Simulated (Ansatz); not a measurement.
# Two structures, one formula

The two ends of one reaction step of CH$_{8}$OSn, singlet (PBE0-D4/def2-TZVP).

A:

```xyz
11
angstrom
Sn -0.7452 1.4619 -0.0022
O 0.3468 -0.0613 -0.6091
C -0.2312 -1.3394 -0.6497
H -2.0784 1.5782 -1.0648
H 0.3160 2.7832 -0.1025
H -1.2573 1.1193 1.5914
H 2.1747 -0.2086 1.1154
H 2.6093 -0.2111 1.7254
H -0.5554 -1.6878 0.3417
H -1.0976 -1.3890 -1.3251
H 0.5183 -2.0452 -1.0204
```

B:

```json
{"atom": "Sn1", "x (Å)": "-0.3766", "y (Å)": "1.7163", "z (Å)": "0.9283"}
{"atom": "O2", "x (Å)": "0.7264", "y (Å)": "-0.4505", "z (Å)": "-0.9744"}
{"atom": "C3", "x (Å)": "0.0418", "y (Å)": "-1.6713", "z (Å)": "-0.7863"}
{"atom": "H4", "x (Å)": "-1.6037", "y (Å)": "1.3117", "z (Å)": "-0.1785"}
{"atom": "H5", "x (Å)": "0.9898", "y (Å)": "2.3705", "z (Å)": "0.1527"}
{"atom": "H6", "x (Å)": "-0.9976", "y (Å)": "2.9114", "z (Å)": "1.9910"}
{"atom": "H7", "x (Å)": "1.6574", "y (Å)": "-0.5861", "z (Å)": "-0.7841"}
{"atom": "H8", "x (Å)": "0.0522", "y (Å)": "0.3654", "z (Å)": "1.8778"}
{"atom": "H9", "x (Å)": "0.1115", "y (Å)": "-2.0288", "z (Å)": "0.2477"}
{"atom": "H10", "x (Å)": "-1.0080", "y (Å)": "-1.4847", "z (Å)": "-1.0135"}
{"atom": "H11", "x (Å)": "0.4068", "y (Å)": "-2.4538", "z (Å)": "-1.4608"}
```

Program: Ansatz 0.2.0. Basis: def2-TZVPP. Cores are frozen in the correlated methods. Filled d shells of the heavier atoms are correlated. Core potentials replace the inner electrons of the atoms past krypton. The def2 sets are not built for correlating such inner shells, so the correlated values are less sure here. B3LYP uses VWN-RPA correlation.

(1) Which structure is lower at CCSD(T), and by how much? (An estimate is asked for; the value comes from the calculation.)

No T1 diagnostic of these runs exceeds 0.014.

Results:

(1) Computed: B, by 19.5 kJ/mol (electronic energy, against the other). By their contacts, A is a complex of CH₆OSn ([CH3][O][SnH3]) + H₂ and B is a complex of CH₄O ([CH3][OH]) + SnH₄.

All methods give the same order:

```json
{"method": "SPW92", "E(B) − E(A) (kJ/mol)": "-30.1"}
{"method": "PBE-D4", "E(B) − E(A) (kJ/mol)": "-16.3"}
{"method": "BLYP-D4", "E(B) − E(A) (kJ/mol)": "-7.2"}
{"method": "r2SCAN-D4", "E(B) − E(A) (kJ/mol)": "-14.5"}
{"method": "B97M-V", "E(B) − E(A) (kJ/mol)": "-22.4"}
{"method": "PBE0-D4", "E(B) − E(A) (kJ/mol)": "-24.1"}
{"method": "B3LYP-D4", "E(B) − E(A) (kJ/mol)": "-15.2"}
{"method": "r2SCAN0-D4", "E(B) − E(A) (kJ/mol)": "-22.4"}
{"method": "BHLYP-D4", "E(B) − E(A) (kJ/mol)": "-22.1"}
{"method": "CAM-B3LYP-D4", "E(B) − E(A) (kJ/mol)": "-19.6"}
{"method": "wB97X-V", "E(B) − E(A) (kJ/mol)": "-18.7"}
{"method": "wB97M-V", "E(B) − E(A) (kJ/mol)": "-21.7"}
{"method": "B2PLYP", "E(B) − E(A) (kJ/mol)": "-14.3"}
{"method": "PBE-QIDH", "E(B) − E(A) (kJ/mol)": "-22.3"}
{"method": "RPA on PBE", "E(B) − E(A) (kJ/mol)": "-17.2"}
{"method": "HF", "E(B) − E(A) (kJ/mol)": "-28.5"}
{"method": "MP2", "E(B) − E(A) (kJ/mol)": "-12.0"}
{"method": "CCSD", "E(B) − E(A) (kJ/mol)": "-23.6"}
{"method": "CCSD(T)", "E(B) − E(A) (kJ/mol)": "-19.5"}
```

Labels in which every atom is bracketed show which atoms are joined, not bond orders.

For scale, one of the runs: CCSD(T)/def2-TZVPP, 224 basis functions, launched by `ansatz run in.yaml --threads 4 --pin off --events-out ev --progress --plain --max-ram 9574MiB`. Hardware: 4 CPU threads of an Arm Neoverse V2, shared host. Wall time 88 s; peak host memory 4 GiB.
